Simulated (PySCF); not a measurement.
# Telling isomers of C6H13N apart by NMR

[PySCF: NMR shieldings at PBE0/pcSseg-1/GIAO; structure optimised with GFN2-xTB; gas phase; one computed conformer; no relativistic terms; one averaged value for each set of equivalent atoms]

Scale: 1H, 13C against TMS (reference shieldings calculated alike). Where no couplings were computed, multiplicities follow the n + 1 count of equivalent neighbours, and m marks all less simple cases (inequivalent or close neighbours, rings, F or P nearby). Shifts are as computed. Against solution values, carbons near 30 ppm lie about +3 ppm off and those near 130 ppm about +5 ppm. Of 1211 compounds with measured shifts, 218 miss one by over three times the rms of a fit or turn the order of signals round; such compounds aren't used in these exercises. OH and NH positions are gas-phase values without hydrogen bonding to other molecules.

(1) Tabulate the signals of `C[C@@H](N)C1CCC1`, `CCC/C(C)=N\C` and their relative energies.

(2) What is the quickest way to tell C[C@@H](N)C1CCC1 from CCC/C(C)=N\C?

Results:

(1) 
```json
{"SMILES": "C[C@@H](N)C1CCC1", "carbon types": "2×CH 3×CH2 1×CH3", "δC": "60.2, 42.9, 27.4, 27.2, 26.7, 16.3", "δH": "2.46 (m, 1H), 2.21 (m, 1H), 2.20 (m, 1H), 2.15 (m, 1H), 1.95 (m, 1H), 1.81 (m, 1H), 1.76 (m, 1H), 1.66 (m, 1H), 0.90 (d, 3H), 0.21 (br s, 2H)", "E rel. (kcal/mol)": "5.0"}
{"SMILES": "CCC/C(C)=N\\C", "carbon types": "1×C 2×CH2 3×CH3", "δC": "175.9, 37.9, 36.8, 31.2, 23.3, 17.6", "δH": "3.42 (s, 3H), 2.01 (s, 3H), 1.98 (t, 2H), 1.37 (m, 2H), 1.07 (t, 3H)", "E rel. (kcal/mol)": "0.0"}
```

Energies are electronic energies at PBE0/pcSseg-1 on these geometries, without zero-point or thermal terms, each for the one conformer computed, which needn't be the lowest.

(2) Both give the same number of carbon signals, but DEPT or the intensities differ. The first has an sp3 CH bonded to N at 60.2 ppm, the second a C=N carbon (C) at 175.9 ppm. In the proton spectra the most deshielded non-exchanging signals are 2.46 (m, 1H) and 3.42 (s, 3H).
